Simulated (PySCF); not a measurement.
## Dipole response of La (lanthanum, neutral)

[Xe] 5d1 6s2, 2D determinant. All numbers are calculated (PySCF 2.14, a scalar-relativistic core potential, in def2-QZVPPD with the def2 core potential (46 electrons) (7s5p4d3f2g, 81 functions)). Coupled (time-dependent) response in atomic units; α is the mean over directions.

| method | mean α (bohr³) | α xx, yy, zz | C₆ (like pair) | S(−4) |
| --- | --- | --- | --- | --- |
| HSE06 | 198.9 | 193.4, 193.4, 210.0 | 3432 | 19610 |

S(−4) is the Cauchy moment in α(ω) = α(0) + S(−4) ω² + …

Reference α: 215 ± 20 bohr³ (recommended; Schwerdtfeger and Nagle, table of static dipole polarizabilities (2023 update)). Published C₆: 3730 (Gould and Bucko (2016)).

Spin-orbit coupling is absent.

α(iu) at HSE06:

```tsv
u (hartree)	α(iu) (bohr³)
0	198.9
0.0500	161.2
0.100	107.7
0.200	53.16
0.300	32.72
0.500	17.42
0.750	10.43
1.00	7.090
1.50	3.905
2.00	2.450
3.00	1.203
5.00	0.4616
```

The components differ because the open shell of this determinant is not spherical; for a pure term their mean is the scalar polarisability.

⟨L²⟩ = 8.51 against 6 for a pure D term, so this real determinant mixes terms. Energies and moments cover only the electrons outside the core potential. Spin-orbit coupling, absent here, splits the open shell strongly. ⟨S²⟩ = 1.39 against 0.75 shows spin contamination. The s, p, d and f populations moved away from the nominal configuration during the SCF.
